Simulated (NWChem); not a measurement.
Molecule: Si2H3F3; SMILES F[Si](F)([SiH3])F

Q: Give the equilibrium geometry at PBE0/def2-SVP (NWChem) as a Z-matrix, with the point group.

A: point group C3v; any orientation.
```
Si
F 1 1.6076
F 1 1.6076 2 106.93
F 1 1.6076 2 106.93 3 114.26
Si 1 2.3244 2 111.91 3 -122.87
H 5 1.4914 1 108.70 2 -59.83
H 5 1.4914 6 110.23 1 -119.04
H 5 1.4914 6 110.23 7 -121.92
```
